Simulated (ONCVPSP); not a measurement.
Building the ONCV potential for nitrogen (N) (PBEsol, scalar-relativistic).

ONCVPSP 4.0.1 was run on this input:

```
# ATOM AND REFERENCE CONFIGURATION
# atsym  z   nc   nv     iexc    psfile
  N 7.00    1    2  -116133      upf
#
#   n    l    f
    1    0    2.00
    2    0    2.00
    2    1    3.00
#
# PSEUDOPOTENTIAL AND OPTIMIZATION
# lmax
    1
#
#   l,   rc,      ep,       ncon, nbas, qcut
    0    0.80    0.00    4    8    8.90
    1    1.25    0.00    4    8    7.20
#
# LOCAL POTENTIAL
# lloc, lpopt,  rc(5),   dvloc0
    4    5    0.60    1.00
#
# VANDERBILT-KLEINMAN-BYLANDER PROJECTORs
# l, nproj, debl
    0    2    3.10
    1    1    0.50
#
# MODEL CORE CHARGE
# icmod, fcfact, rcfact
    3    2.75    1.65
#
# LOG DERIVATIVE ANALYSIS
# epsh1, epsh2, depsh
   -2.00    5.00    0.02
#
# OUTPUT GRID
# rlmax, drl
    6.00    0.01
#
# TEST CONFIGURATIONS
# ncnf
    4
# nvcnf
#   n    l    f
    2
    2    0    2.00
    2    1    2.00
#
    2
    2    0    2.00
    2    1    1.00
#
    2
    2    0    2.00
    2    1    0.00
#
    2
    2    0    1.00
    2    1    3.00
#
```

Command:

```bash
oncvpsp.x < N.dat > N.out
```

The program printed (shortened: citation, most of the input echo, consistency checks and plot data are left out):

```
ONCVPSP  (Optimized Norm-Conservinng Vanderbilt PSeudopotential)
scalar-relativistic version 4.0.1

#   n    l    f        energy (Ha)
    1    0    2.00    -1.4078261E+01
    2    0    2.00    -6.7823740E-01
    2    1    3.00    -2.5857614E-01

Reference configufation results
  iterations    23
  all-electron total energy (Ha)   -5.42417131D+01

Begin loop to  construct optimized pseudo wave functions
and semi-local pseudopoentials for all angular momenta

   Wellstate for l =  0  n =  4
     eigenvalue =   2.4218
     asymptotic potential =   2.9218
     half-point radius =  3.0343

Calculating optimized projector #   1

 for l=   0

    Fraction of norm inside rc  0.178351
    Optimizing pswf for qcut=   8.91 a_B^-1,  ecut=  39.71 Ha
    Residual kinetic energy error=  7.38D-05 Ha

    Energy error per electron        Cutoff
         Ha          eV             Ha
         0.01000     0.27211       20.52
         0.00100     0.02721       30.11
         0.00010     0.00272       38.74
         0.00001     0.00027      159.99

Calculating optimized projector #   2

 for l=   0

    Fraction of norm inside rc  0.049939
    Optimizing pswf for qcut=   8.91 a_B^-1,  ecut=  39.71 Ha
    Residual kinetic energy error=  1.21D-03 Ha

    Energy error per electron        Cutoff
         Ha          eV             Ha
         0.01000     0.27211       18.17
         0.00100     0.02721       51.83
         0.00010     0.00272      320.79
         0.00001     0.00027      378.09

Calculating optimized projector #   1

 for l=   1

    Fraction of norm inside rc  0.470774
    Optimizing pswf for qcut=   7.20 a_B^-1,  ecut=  25.90 Ha
    Residual kinetic energy error=  1.35D-03 Ha

    Energy error per electron        Cutoff
         Ha          eV             Ha
         0.01000     0.27211       19.63
         0.00100     0.02721       27.54
         0.00010     0.00272      116.02
         0.00001     0.00027      138.58

Construct Vanderbilt / Kleinmman-Bylander projectors

B matrix Hermiticity error, ll=   0
   1   2   -1.2717E-04

  Orthonormal projector coefficients  3.1135E+01  6.6407E+00

Model core correction analysis
  based on d2Exc/dn_idn_j

d2excae - all-electron derivatives

   -5.137054D-02   -4.431675D-02
   -4.431933D-02   -4.249238D-02

d2excps - pseudofunction derivatives with no core correction

   -5.107883D-02   -4.650968D-02
   -4.651097D-02   -4.448333D-02

rms 2nd derivative error    1.848051E-03

rmatch, rhocmatch    0.4608    5.4890

Teter function model core charge with specified parameters

d2excps - pseudofunction derivatives with core correction

   -4.975631D-02   -4.468517D-02
   -4.468714D-02   -4.220182D-02

rms 2nd derivative error    8.604026E-04

Pseudoatom total energy   -9.631803

Diagnostic tests using Vanderbilt-Kleinman-Bylander pseudopotentials
  1 or more projectors used as specified by nproj input data

   l    rcore       rmatch      e in        delta e   norm test  slope test

   0   0.8037126   0.8281151  -0.6782374  -0.0000043   1.0000390   1.0000202
   0   0.8037126   0.8281151   2.4217626   0.0000613   1.0002394   1.0002394

   1   1.2512710   1.2892623  -0.2585761  -0.0000032   0.9999995   1.0000154

 Testing for bound ghosts
   n   l    E NL Schr. Eq   E Basis Diag.   E Cutoff

   1   0       -0.678242       -0.532877    402.31

   2   1       -0.258579       -0.236378    141.32

 Testing for highly-localized positive-energy ghosts
       l    <radius>/rc     E Basis Diag.   E Cutoff

Test configuration 0

   n   l     f        eae           eps        diff
   1   0  2.0000  -14.07826094
   2   0  2.0000   -0.67823740   -0.67824168   -4.28D-06
   2   1  3.0000   -0.25857614   -0.25857937   -3.23D-06

    Total energies and differences
      AE_ref= -5.42417131D+01  AE_tst= -5.42417131D+01  dif=  0.00D+00
      PS_ref= -9.63180317D+00  PS_tst= -9.63180317D+00  dif= -7.11D-15
      PSP excitation error=  7.11D-15

Test configuration 1

   n   l     f        eae           eps        diff
   1   0  2.0000  -14.70031204
   2   0  2.0000   -1.18720198   -1.18730571   -1.04D-04
   2   1  2.0000   -0.75697434   -0.75623276    7.42D-04

    Total energies and differences
      AE_ref= -5.42417131D+01  AE_tst= -5.37448299D+01  dif=  4.97D-01
      PS_ref= -9.63180317D+00  PS_tst= -9.13512499D+00  dif=  4.97D-01
      PSP excitation error=  2.05D-04

Test configuration 2

   n   l     f        eae           eps        diff
   1   0  2.0000  -15.51414266
   2   0  2.0000   -1.79931263   -1.79781570    1.50D-03
   2   1  1.0000   -1.37310305   -1.36813733    4.97D-03

    Total energies and differences
      AE_ref= -5.42417131D+01  AE_tst= -5.26887532D+01  dif=  1.55D+00
      PS_ref= -9.63180317D+00  PS_tst= -8.08141588D+00  dif=  1.55D+00
      PSP excitation error=  2.57D-03

Test configuration 3

   n   l     f        eae           eps        diff
   1   0  2.0000  -16.50284249
   2   0  2.0000   -2.49361961   -2.48550891    8.11D-03

    Total energies and differences
      AE_ref= -5.42417131D+01  AE_tst= -5.09657752D+01  dif=  3.28D+00
      PS_ref= -9.63180317D+00  PS_tst= -6.36876091D+00  dif=  3.26D+00
      PSP excitation error=  1.29D-02

Test configuration 4

   n   l     f        eae           eps        diff
   1   0  2.0000  -14.70619486
   2   0  1.0000   -1.19172374   -1.19250205   -7.78D-04
   2   1  3.0000   -0.76095520   -0.76153087   -5.76D-04

    Total energies and differences
      AE_ref= -5.42417131D+01  AE_tst= -5.33143286D+01  dif=  9.27D-01
      PS_ref= -9.63180317D+00  PS_tst= -8.70409923D+00  dif=  9.28D-01
      PSP excitation error= -3.19D-04
```

The run took about 2.6 s on one core of a shared server CPU.
